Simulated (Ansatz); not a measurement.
One geometry of (LiOH)3 ring (Li3O3H3), several levels of theory.

```yaml
crystal:
  periodic: [false, false, false]
  atoms:
    - {symbol: Li, position_ang: [-0.256752, 0.674069, 1.436034]}
    - {symbol: O, position_ang: [-0.979376, 1.603544, 0.125775]}
    - {symbol: Li, position_ang: [-0.578343, 0.694793, -1.328800]}
    - {symbol: O, position_ang: [0.298620, -0.791130, -1.682658]}
    - {symbol: Li, position_ang: [0.834996, -1.368450, -0.107343]}
    - {symbol: O, position_ang: [0.677059, -0.814502, 1.557190]}
    - {symbol: H, position_ang: [-1.473719, 2.421807, 0.189492]}
    - {symbol: H, position_ang: [0.452435, -1.193261, -2.538598]}
    - {symbol: H, position_ang: [1.025081, -1.226881, 2.348909]}
basis:
  gaussian: {orbitals: def2-TZVP, initial_orbitals: start.molden}
correlation: {method: mp2}
scf: {omitted_lower_state_checks: [starts]}
output: {orbitals: {seedname: orbitals}}
```

The file start.molden holds the orbitals of an earlier run on this structure, at another level or in another basis.

```sh
$ ansatz run in.yaml --threads 4 --pin off --events-out ev --progress --plain --max-ram 3916MiB
```

Shortened log:

```
Functional definition: HF
1212 factors; integrals over basis functions are off by at most 1.3e-3 eV
mean field evaluation 1: about -6776.1901 eV, gradient 2.5e1 eV
mean field evaluation 2: about -6776.6790 eV, gradient 6.2e-1 eV
mean field evaluation 4: about -6776.8095 eV, gradient 5.1e-3 eV
mean field evaluation 8: about -6776.8095 eV, gradient 2.1e-6 eV
mean field -6776.80948663 eV, -249.0431551473 hartree, gradient 2.5e-6 eV, S^2 0.000000; 0 other end points of the search recorded, 0 dependent functions left out
3 core orbitals not correlated: weight in the atoms' cores, before any rotation towards them, 1.000 or more for the frozen orbitals, at most 0.000 for the correlated occupied ones
reference -6776.80948663 eV, -249.0431551473 hartree; 15, 15 occupied and 135, 135 virtual orbitals, 1212 factors
second order -24.00071498 eV of doubles, -0.00000000 eV of singles
Total energy: -6800.81020161 eV, -249.9251651543 hartree
Checks for a lower state left out: starts
```

Run time 0.85 s (4 threads of Arm Neoverse V1 on a shared host).

Geometry: PBE0-D4/def2-SVP.

Correlated methods freeze 3 core orbitals; core or outer-core shells of Li are correlated, in sets that lack core-valence functions.
